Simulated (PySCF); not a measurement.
## Dipole moment and polarisability of TaSMe3

Species: TaSMe3, C3H9STa (singlet state).
Geometry (PBE0-D3(BJ)/def2-SVP, Å), atoms numbered from 1 in this order:
```
atom  x, y, z in Å
Ta1    0.0059    0.0013    0.5051
S2     0.0353    0.0072    2.6668
C3     2.0287   -0.0130   -0.1905
H4     2.6138    0.8332    0.2084
H5     2.0381    0.0454   -1.2963
H6     2.5475   -0.9401    0.1120
C7    -1.0126    1.7631   -0.1566
H8    -2.0610    1.7774    0.1902
H9    -1.0119    1.7947   -1.2635
H10   -0.5311    2.6826    0.2192
C11   -1.0241   -1.7588   -0.1435
H12   -2.0742   -1.7563    0.1986
H13   -0.5551   -2.6798    0.2433
H14   -1.0187   -1.8005   -1.2501
```

Level: CAM-B3LYP/def2-SVPD (PySCF), static field, nuclei fixed, core orbitals frozen in the response. The polarisability tensor in these axes (au):

```
x    98.26  -0.05   0.25
y    -0.05  98.27   0.07
z     0.25   0.07 116.75
```

Task: Diagonalise the tensor; give its mean and Δα, where Δα² is half the sum of the squared differences of the eigenvalues.

Result: Principal values 98.22, 98.31 and 116.75 au; mean 104.43 au = 15.47 Å³ = 17.22 × 10⁻⁴⁰ C²·m²/J; Δα = 18.49 au (18 % of the mean).

Task: What is the dipole moment, and where does it point?

Result: (-0.05, -0.01, -3.72) D, 3.72 D in size, pointing from the negative to the positive side. Measured along this direction, the outermost atoms are S2 at the negative end and H14, H9 and H5 at the positive end.

Task: Refractivity n − 1 of an ideal gas of it at 298.15 K and 1 atm, from the electronic α?

Result: N = p/kT = 2.4615 × 10¹⁹ cm⁻³, so n − 1 = 2π × N × 15.47 × 10⁻²⁴ cm³ = 2393 × 10⁻⁶ at long wavelengths, for an ideal gas.

Task: Molar refractivity from α?

Result: Lorentz–Lorenz: R = (4π/3)N_A α = 2.5225 cm³/(mol·Å³) × 15.47 Å³ = 39.0 cm³/mol, in the limit of long wavelengths.

Task: What depolarisation ratio follows for Rayleigh scattering of linearly polarised light, taking the static tensor?

Result: ρ = 3Δα²/(45ᾱ² + 4Δα²) = 1025.7/(490714 + 1367.6) = 0.00208.

Geometry: PBE0-D3(BJ)/def2-SVP; no solvent, vibrations or thermal averaging. Atoms past krypton carry effective core potentials; spin–orbit coupling is left out.
